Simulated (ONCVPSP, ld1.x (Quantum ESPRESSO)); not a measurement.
**Potentials for Zr (Z = 40) compared**

Generated with ld1.x 7.5 (TM, RRKJ, ultrasoft, PAW), atompaw 4.2 or ONCVPSP 4.0.1. The cutoff is in Ry: for ld1.x and atompaw files where the sum of valence levels is converged to 10 mRy in a Bessel basis, for ONCV files where the hardest occupied wave has 1 mHa per electron of residual kinetic energy. The error is the largest all-electron minus pseudo excitation energy over each file’s own four to seven test configurations (ionisations up to +4, promotions, holes and added fractions of an electron), all of which were solved. The labels leave out finer settings (local radius, basis sizes, second energies), which also bear on the numbers. Spin-polarised tests are not counted. The rows are a selection from randomly drawn settings: files with unsolved tests, undetermined cutoffs or missed reference levels are left out.

```tsv
potential	cutoff (Ry)	largest error (meV)	bound ghosts
ONCV, LDA (Perdew-Wang 92), scalar-relativistic, rc 2.30/2.10/2.20 (spd), local smoothed, core correction yes, reference 4s2 4p6 4d2 5s1.5 5p0.5, qcut 6/7.9/6.2, projectors 2/2/2	26	-6.6	none
ONCV, PBE, scalar-relativistic, rc 1.90/2.20/2.50 (spd), local smoothed, core correction yes, reference 4s2 4p6 4d2, qcut 6.7/5.9/6.2, projectors 3/2/2	30	+12	none
ONCV, PBEsol, scalar-relativistic, rc 1.95/1.60/2.05/2.20 (spdf), local smoothed, core correction yes, reference 4s2 4p6 4d2 5s0.5, qcut 6.1/10.3/4.2/5.2, projectors 2/1/2/1	65	+13	none
ONCV, PBE, scalar-relativistic, rc 2.65/2.85/2.65 (spd), local s, core correction yes, reference 4d2 5s2, qcut 1.9/3.3/6.5, projectors 0/2/1	24	-256	none
RRKJ, PBEsol, fully relativistic, rc 2.60/4.20/2.70 (spd), local s, core correction no, reference 4d2 5s2 5p0	18	+145	none
ONCV, LDA (Perdew-Zunger), scalar-relativistic, rc 2.00/1.25/2.05 (spd), local smoothed, core correction yes, reference 4s2 4p6 4d2 5s1.75, qcut 5.9/7.3/4.5, projectors 2/1/2	49	+42	none
TM, BP86, scalar-relativistic, rc 2.60/3.55/2.05 (spd), local s, core correction no, reference 4d2 5s2 5p0	30	+110	none
```

(1) Fill in the row for Zr: ONCV, PBE, scalar-relativistic, rc 1.60/1.65/1.85/1.40 (spdf), local f, core correction no, reference 4s2 4p6 4d3 5s1, qcut 6.6/10/5.3/8.1, projectors 2/1/1/0.

Results:

(1) cutoff 52 Ry, largest error +29 meV, bound ghosts: none.
